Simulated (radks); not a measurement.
These are the eigenvalues of the occupied orbitals of an atom or ion with whole-number occupations (eV). Method: scalar-relativistic Kohn-Sham, BLYP, spin-polarised, spherical densities, finite nucleus; Fermi nuclear charge, rms radius of each element as measured or else 0.836 A^(1/3) + 0.57 fm; computed with a radial shooting solver on a logarithmic mesh with Libxc functionals.

| orbital | eigenvalue |
|---|---|
| 1s up | -6450.765 |
| 1s down | -6450.198 |
| 2s up | -761.8683 |
| 2s down | -759.0008 |
| 2p up | -648.2656 |
| 2p down | -645.9385 |
| 3s up | -103.7895 |
| 3p up | -72.2458 |
| 3p down | -65.2153 |
| 3d up | -23.1297 |
| 4s up | -14.0003 |
| 4s down | -12.9632 |

Which element is it, and in what charge state? The configuration may be excited. Open shells, if any, are filled with parallel spins first.

Answer. Z = 25, manganese, charge +1: Mn+ in [Ne] 3s1 3p6 3d5 4s2. The list shows which subshells hold electrons but not how many an open one holds; the 1s level, -237.06 hartree, gives Z - s = 21.8 by -(Z - s)^2/2, which with screening and relativity narrows Z to a few neighbours, and the depths of the outer levels then fix element, charge and occupations together.
